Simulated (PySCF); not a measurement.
Match the calculated data to a structure.

All candidates are C2H10OSi3.

* Triplet: lowest triplet excitation (Tamm–Dancoff): 2.91 eV [TDA CAM-B3LYP/def2-SVPD]
* Rotational structure: rotational constants A, B, C: 1.563, 1.436, 0.913 GHz [GFN2-xTB]
* UV, first state: lowest singlet excitation: 3.53 eV (351 nm, f = 0.002) [TDDFT CAM-B3LYP/def2-SVPD]
* UV, strongest line: among the 8 lowest singlet transitions: S6 at 6.74 eV (184 nm, f = 0.245) [TDDFT CAM-B3LYP/def2-SVPD]
* Dipole: 2.51 D [CAM-B3LYP/def2-SVPD]
* Polarisability: 115.5 au [CAM-B3LYP/def2-SVPD]

Electronic properties: PySCF, gas phase, density fitting. Levels stand in brackets. The structure is a single GFN2-xTB conformer in the gas phase; no vibrational or solvent corrections.

Question: Which candidate is it?
A. `CC(=O)[SiH]([SiH3])[SiH3]`
B. `[SiH3][SiH2][C@@H]1CO[SiH2]1`
C. `[SiH3]O[C@]1([SiH3])C[SiH2]1`

Answer: A. It is `CC(=O)[SiH]([SiH3])[SiH3]`. Numbering: `[CH3:1][C:2](=[O:3])[SiH:4]([SiH3:5])[SiH3:6]`. Its formula, C2H10OSi3, gives 1 degree of unsaturation: 0 rings and 1 π bond in the structure found. The optimised geometry has point group Cs and is an asymmetric top.

The others, at the same levels:
- `[SiH3][SiH2][C@@H]1CO[SiH2]1` fails: its computed lowest singlet excitation is 6.28 eV (198 nm, f = 0.002) (against 3.53 eV), lowest triplet excitation (Tamm–Dancoff) is 5.96 eV (against 2.91 eV) and strongest line among the 8 lowest singlet transitions is S6 at 7.47 eV (166 nm, f = 0.042) (against S6 at 6.74 eV).
- `[SiH3]O[C@]1([SiH3])C[SiH2]1` fails: its computed lowest singlet excitation is 5.55 eV (223 nm, f = 0.096) (against 3.53 eV), lowest triplet excitation (Tamm–Dancoff) is 4.43 eV (against 2.91 eV) and strongest line among the 8 lowest singlet transitions is S2 at 5.70 eV (217 nm, f = 0.117) (against S6 at 6.74 eV).

Each candidate is one conformer, not necessarily the lowest. The conformers computed, where there is a choice (atom-mapped SMILES and torsion angles):
- `[CH3:1][C:2](=[O:3])[SiH:4]([SiH3:5])[SiH3:6]`: C1–C2–Si4–Si5 -117°
- `[SiH3:1][SiH2:2][C@@H:3]1[CH2:4][O:5][SiH2:6]1`: Si1–Si2–C3–C4 47°
- `[SiH3:1][O:2][C@:3]1([SiH3:4])[CH2:5][SiH2:6]1`: Si1–O2–C3–Si4 140°
